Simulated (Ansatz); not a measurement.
Ansatz results at the PBE0-D4/def2-TZVP geometry: HOMO energy (B3LYP/def2-TZVPP) -5.53 eV; LUMO energy (ωB97M-V/def2-TZVPP) 1.93 eV; HOMO–LUMO gap (PBE/def2-TZVPP) 3.82 eV.

Each molecule was computed in one conformer, which needn't be the lowest.

Q: Which molecule gave them?
A. `[AlH]`
B. `Cc1ccc(N)cc1`
C. `N#CC1C=CCCC1`
D. `Cc1ccncc1C`

A: B. The others give `Cc1ccncc1C`: -6.96, 1.50, 4.16; `[AlH]`: -5.67, -0.02, 2.36; `N#CC1C=CCCC1`: -7.44, 1.92, 5.36.

B3LYP here is the variant with VWN-RPA as its local correlation; programs differ in this.
